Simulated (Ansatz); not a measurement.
C$_{2}$H$_{11}$AlAsNSiZn. Total charge 0; spin multiplicity 1. The bonds changed during the relaxation, so this is another structure than the one it started from. Geometry: relaxed with PBE0-D4/def2-TZVP. It is one conformer, not always the lowest.

```xyz
18

C    -2.146   -1.224   -0.974
As   -1.594   -0.420    0.746
Si    0.320   -1.867    1.031
Al    1.127   -0.415   -0.767
C    -0.270    0.881   -0.045
N     0.392    1.662    1.049
Zn    2.082    2.164   -0.027
H    -1.306   -1.496   -1.617
H    -2.727   -2.121   -0.760
H    -2.781   -0.512   -1.504
H     0.846   -1.637    2.415
H    -0.048   -3.310    0.954
H     1.312   -0.786   -2.302
H     2.540    0.535   -0.288
H    -0.790    1.593   -0.689
H     0.647    1.041    1.813
H    -0.217    2.370    1.449
H     2.613    3.543   -0.485
```

(1) What is the dipole moment at ωB97M-V/def2-TZVPP? (Best estimate.)

(2) And with PBE, r2SCAN, B3LYP? (Estimate.)

(3) Give the Mulliken charges with ωB97M-V, B3LYP, r2SCAN in def2-TZVPP. (Estimate.)

## Answers

(1) Computed: 2.36 D, with components (-0.74, 1.60, 1.57) D in this frame, pointing from negative to positive charge.

(2) Computed: PBE 2.48 D, r2SCAN 2.42 D, B3LYP 2.41 D.

(3) Ansatz gave: 
| atom | ωB97M-V | B3LYP | r2SCAN |
| --- | --- | --- | --- |
| C1 | -0.46 | -0.40 | -0.29 |
| As2 | 0.05 | 0.06 | 0.04 |
| Si3 | -0.06 | -0.04 | -0.06 |
| Al4 | 0.31 | 0.35 | 0.38 |
| C5 | -0.40 | -0.22 | -0.23 |
| N6 | -0.20 | -0.20 | -0.19 |
| Zn7 | 0.25 | 0.24 | 0.25 |
| H8 | 0.14 | 0.11 | 0.09 |
| H9 | 0.15 | 0.13 | 0.10 |
| H10 | 0.14 | 0.12 | 0.09 |
| H11 | -0.03 | -0.08 | -0.08 |
| H12 | -0.02 | -0.07 | -0.07 |
| H13 | -0.12 | -0.16 | -0.17 |
| H14 | -0.13 | -0.16 | -0.16 |
| H15 | 0.18 | 0.14 | 0.12 |
| H16 | 0.17 | 0.16 | 0.17 |
| H17 | 0.16 | 0.16 | 0.17 |
| H18 | -0.12 | -0.15 | -0.14 |

B3LYP here is the variant with VWN-RPA as its local correlation; programs differ in this.
